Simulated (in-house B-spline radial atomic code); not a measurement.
A fraction x of an electron is removed from 3d in Cr⁺, starting from [Ar] 3d5 and keeping the highest spin. Level of theory: scalar-relativistic (X2C) PBE0, spin-polarised, spherical fractional occupations, Fermi nucleus of rms radius 3.6452 fm; calculated with a radial B-spline atomic code at the basis-set limit.

Caution: exact exchange at fractional occupations of open shells leaves self-interaction of up to several eV.

| x | E(x) - E(0) (eV) | 3d up level (eV) |
| --- | --- | --- |
| 0 | 0.0000 | -12.650 |
| 0.1 | 1.3225 | -13.805 |
| 0.18 | 2.4647 | -14.753 |
| 0.25 | 3.5269 | -15.598 |
| 0.49 | 7.6288 | -18.613 |
| 0.5 | 7.8155 | -18.742 |
| 0.57 | 9.1594 | -19.655 |
| 0.63 | 10.3625 | -20.449 |
| 0.81 | 14.2618 | -22.891 |
| 0.98 | 18.3551 | -25.277 |
| 1 | 18.8635 | -25.563 |

The exact functional would give a straight line between the two integer points. Deviations E(x) - E(0) - x[E(1) - E(0)], in eV: -0.564 at x = 0.1, -0.931 at x = 0.18, -1.189 at x = 0.25, -1.614 at x = 0.49, -1.616 at x = 0.5, -1.593 at x = 0.57, -1.522 at x = 0.63, -1.018 at x = 0.81, -0.131 at x = 0.98.

The curve lies below the straight line by up to 1.616 eV (at x = 0.5): convex, the delocalisation error, to which spherically averaged exact exchange adds.

(1) How well does Slater's transition state (minus the level at half occupation) give the ionisation energy?

Answers

(1) It gives 18.742 eV against 18.863 eV from the two total energies; NIST lists 16.49 eV, ground level to ground level. The end point has an open shell averaged over its orbitals, so its exact exchange keeps a self-interaction and this is no true integer point.
